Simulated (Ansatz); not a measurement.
| atom | x (Å) | y (Å) | z (Å) |
| --- | --- | --- | --- |
| C | 0.0076 | 0.0064 | -1.1171 |
| S | 0.0085 | -0.0050 | 0.4172 |

Basis set: cc-pVDZ (spherical functions). Correlated methods keep 6 orbitals frozen. Charge 0, multiplicity 1.

Computed with Ansatz (development build ahead of 0.2.0); each method stands on the lowest determinant of its kind that the runs found. Restricted open shells among the atoms or ions are ROHF, correlated in semicanonical orbitals with singles.

**Question.** Give the atomization energy at this shape (free ground-state atoms in the same class of orbitals less the molecule, no zero-point energy) of singlet CS by RHF-MP2, RHF.

**Answer.**

```json
{"method": "RHF-MP2", "atomization energy": "159.13 kcal/mol"}
{"method": "RHF", "atomization energy": "96.91 kcal/mol"}
```
